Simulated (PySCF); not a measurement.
Run record: geometry optimisation, `F[P-](F)(F)(F)(F)F` (hexafluorophosphate).

Computed with PBE0-D3(BJ)/def2-SVP geometry optimisation, gas phase (PySCF 2.14.0). Start geometry: GFN2-xTB. A driver script takes a list of jobs; this job's settings line and coordinates (Å) are shown.

Command:
```bash
OMP_NUM_THREADS=1 python probes_run.py task.json out
```

Input:
```
{"job": {"xc": "PBE0", "basis": "def2-SVP", "d3": "d3bj", "grid": 1, "kind": "geom"}, "charge": -1, "multiplicity": 1}
F     -0.618281    -1.489140     0.220833
P      0.000454     0.000676    -0.003844
F      0.928687    -0.566989    -1.215911
F     -0.927792     0.568229     1.208208
F      1.187125    -0.331277     1.061597
F     -1.186071     0.332679    -1.069295
F      0.619211     1.490726    -0.228666
```

Output:
```
step   0  E = -939.41345404  max force = 0.001442
step   1  E = -939.41330371  max force = 0.000568
step   2  E = -939.41331080  max force = 0.000336
step   3  E = -939.41331210  max force = 0.000342
optimisation converged
```

Energies in Eh; «max force» is the largest Cartesian gradient component in Eh/bohr.

Problem. Give the first gradient maximum in eV/Å.

Solution. With 1 Eh/bohr = 51.422 eV/Å, 0.074 eV/Å.

Problem. At which steps does the energy rise by more than 1e-5 Eh?

Solution. At step 1 (+0.15 mEh).

Main results: final energy -939.41331 Eh after 3 steps.

Problem. Give the final coordinates.

Solution. 0.002 Å rms from the input after alignment:
```
atom  x, y, z in Å
F1    -0.4392   -1.5291    0.3316
P2     0.0238   -0.0019   -0.0037
F3     0.9427   -0.5504   -1.2341
F4    -0.8953    0.5466    1.2265
F5     1.2872   -0.1629    1.0148
F6    -1.2399    0.1588   -1.0218
F7     0.4870    1.5254   -0.3387
```

Hardware: one thread, Arm Neoverse N1 (aarch64), shared host with 64 logical CPUs at a one-minute load of 56. Cost: 22 s of wall time, 0.42 GiB resident at most.
Labels such as C1 count atoms from 1, the log's own numbers from 0.
